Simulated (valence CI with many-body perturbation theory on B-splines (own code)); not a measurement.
Forbidden lines of La¹⁶⁺

Level of theory: configuration interaction combined with many-body perturbation theory (CI+MBPT): five valence electrons over a frozen Dirac-Fock core [Kr], a basis of 7 s, 7 p, 8 d, 6 f, 4 g, 1 h functions for each j, with the one-electron correlation potential Σ1 (screened to all orders), the two-electron term Σ2, the three-electron term Σ3, Breit, model QED; selected single and double excitations, second order for the rest (own B-spline code, finite nucleus).

No measured levels were compared; by estimate terms of the open shell hold to 2 to 4 % of their energy, and close levels can change places. Core correlation moves these levels by up to 12000 cm⁻¹, and in measured spectra 5 to 20 % of such shifts remained as error; rates that hang on mixing are uncertain with them. Among the levels kept, up to 300 cm⁻¹ of a level comes from second order outside the variational space, and about a tenth of that is noise between levels of different J, which matters for small intervals. Only levels of the ground parity were solved; by the run's estimate the other parity begins above the list, which can be wrong where configurations are misplaced.

Lines 51 to 100 of 120 in falling wavelength, among levels below 25.122 eV, chosen from the decays that carry over 1 % of a level's rate. Wavelengths and rates use the calculated energies, so an error of 2000 cm⁻¹ moves a line at 3369 Å by 6.7 % and its rate by three times that or more. Weak lines are less certain than strong ones. Lines between different terms over intervals too small for the method are left out, as are lines whose strength nearly cancels. Where a level lies close to another of its J and parity, the split of strength between their lines is uncertain.

Names give the largest LS component (configuration and term), which can be under half, so a name can repeat, a term be missing and a line seem to break the LS rules; names also repeat where a configuration has a term twice. Letters in brackets count levels of one name in rising energy.

| λ vac (Å) | Upper | Lower | Type | A (s⁻¹) | Branch % |
| --- | --- | --- | --- | --- | --- |
| 3369 | 4d5 2F_7/2 [a] | 4d5 4G_7/2 | M1 | 1.67e+01 | 12.4 |
| 3287 | 4d5 2D_3/2 [a] | 4d5 4D_1/2 | M1 | 4.23e+01 | 9.4 |
| 3198 | 4d5 2S_1/2 | 4d5 4F_3/2 | M1 | 3.25e+01 | 3.7 |
| 3187 | 4d5 2G_9/2 [a] | 4d5 4G_11/2 | M1 | 8.36e+01 | 41.4 |
| 3077 | 4d5 2H_9/2 | 4d5 4D_7/2 | M1 | 4.12e+01 | 4.8 |
| 3049 | 4d5 2I_13/2 | 4d5 4G_11/2 | M1 | 3.47e+01 | 89.3 |
| 2971 | 4d5 4F_3/2 | 4d5 4D_3/2 [a] | M1 | 4.37e+02 | 46.9 |
| 2968 | 4d5 2F_7/2 [b] | 4d5 2F_7/2 [a] | M1 | 1.27e+01 | 1.4 |
| 2957 | 4d5 4F_5/2 | 4d5 4D_7/2 | M1 | 1.79e+01 | 1.5 |
| 2927 | 4d5 2G_9/2 [a] | 4d5 4G_7/2 | M1 | 8.83e+01 | 43.8 |
| 2915 | 4d5 4F_7/2 | 4d5 2G_9/2 [a] | M1 | 3.15e+02 | 34.6 |
| 2856 | 4d5 4G_5/2 [a] | 4d5 6S_5/2 | M1 | 3.14e+02 | 100.0 |
| 2853 | 4d5 2G_7/2 [a] | 4d5 4D_7/2 | M1 | 2.74e+00 | 1.3 |
| 2847 | 4d5 2F_5/2 [a] | 4d5 4G_5/2 [b] | M1 | 5.67e+02 | 68.3 |
| 2828 | 4d5 2S_1/2 | 4d5 4D_3/2 [b] | M1 | 9.15e+01 | 10.3 |
| 2811 | 4d5 2D_5/2 [a] | 4d5 4G_5/2 [a] | M1 | 1.61e+02 | 24.9 |
| 2737 | 4d5 2F_5/2 [b] | 4d5 2D_5/2 [a] | M1 | 1.75e+02 | 15.3 |
| 2679 | 4d5 2D_3/2 [a] | 4d5 2D_5/2 [a] | M1 | 1.39e+02 | 31.0 |
| 2658 | 4d5 2G_9/2 [b] | 4d5 2G_9/2 [a] | M1 | 1.17e+01 | 2.3 |
| 2638 | 4d5 2F_5/2 [a] | 4d5 4D_3/2 [a] | M1 | 5.59e+01 | 6.7 |
| 2629 | 4d5 2S_1/2 | 4d5 4D_1/2 | M1 | 1.35e+01 | 1.5 |
| 2578 | 4d5 4F_7/2 | 4d5 2F_7/2 [a] | M1 | 1.52e+02 | 16.7 |
| 2492 | 4d5 2F_5/2 [a] | 4d5 4G_7/2 | M1 | 8.77e+01 | 10.6 |
| 2451 | 4d5 2F_5/2 [b] | 4d5 4D_7/2 | M1 | 2.47e+02 | 21.6 |
| 2429 | 4d5 2F_7/2 [b] | 4d5 2D_5/2 [a] | M1 | 1.14e+02 | 12.3 |
| 2323 | 4d5 2F_7/2 [a] | 4d5 4G_5/2 [a] | M1 | 1.71e+01 | 12.7 |
| 2272 | 4d5 2G_9/2 [b] | 4d5 2I_11/2 | M1 | 9.84e+01 | 19.7 |
| 2248 | 4d5 2H_11/2 | 4d5 2I_11/2 | M1 | 6.79e+02 | 53.4 |
| 2238 | 4d5 2H_9/2 | 4d5 4G_9/2 | M1 | 4.21e+02 | 49.1 |
| 2214 | 4d5 4D_3/2 [b] | 4d5 4G_5/2 [a] | M1 | 8.79e+00 | 1.9 |
| 2200 | 4d5 2F_7/2 [b] | 4d5 4D_7/2 | M1 | 2.97e+02 | 32.3 |
| 2139 | 4d5 4F_5/2 | 4d5 4G_5/2 [b] | M1 | 2.40e+02 | 20.1 |
| 2117 | 4d5 2G_7/2 [a] | 4d5 4G_9/2 | M1 | 9.54e+01 | 46.7 |
| 2099 | 4d5 2H_9/2 | 4d5 4G_11/2 | M1 | 1.57e+02 | 18.2 |
| 2085 | 4d5 2G_7/2 [a] | 4d5 4G_5/2 [b] | M1 | 5.99e+00 | 2.9 |
| 2067 | 4d5 4G_7/2 | 4d5 6S_5/2 | M1 | 3.24e+01 | 39.8 |
| 2038 | 4d5 2D_3/2 [a] | 4d5 4P_1/2 | M1 | 1.96e+01 | 4.4 |
| 2030 | 4d5 4F_3/2 | 4d5 4G_5/2 [a] | M1 | 3.45e+02 | 37.1 |
| 2019 | 4d5 4F_5/2 | 4d5 4D_3/2 [a] | M1 | 2.18e+01 | 1.8 |
| 1983 | 4d5 2H_9/2 | 4d5 4G_7/2 | M1 | 1.71e+02 | 19.9 |
| 1978 | 4d5 4F_7/2 | 4d5 4D_7/2 | M1 | 1.43e+02 | 15.7 |
| 1976 | 4d5 4D_3/2 [a] | 4d5 6S_5/2 | M1 | 5.61e+02 | 92.1 |
| 1932 | 4d5 4F_5/2 | 4d5 4G_7/2 | M1 | 2.48e+02 | 20.8 |
| 1873 | 4d5 4G_5/2 [b] | 4d5 6S_5/2 | M1 | 2.13e+02 | 51.6 |
| 1869 | 4d5 2F_5/2 [a] | 4d5 4G_5/2 [a] | M1 | 3.82e+01 | 4.6 |
| 1861 | 4d5 2F_5/2 [b] | 4d5 4G_5/2 [b] | M1 | 3.02e+02 | 26.4 |
| 1857 | 4d5 2G_9/2 [b] | 4d5 4D_7/2 | M1 | 1.84e+02 | 36.8 |
| 1770 | 4d5 2F_5/2 [b] | 4d5 4D_3/2 [a] | M1 | 7.17e+01 | 6.3 |
| 1764 | 4d5 2S_1/2 | 4d5 4P_1/2 | M1 | 1.81e+02 | 20.3 |
| 1745 | 4d5 2D_3/2 [a] | 4d5 4D_3/2 [a] | M1 | 5.39e+01 | 12.0 |
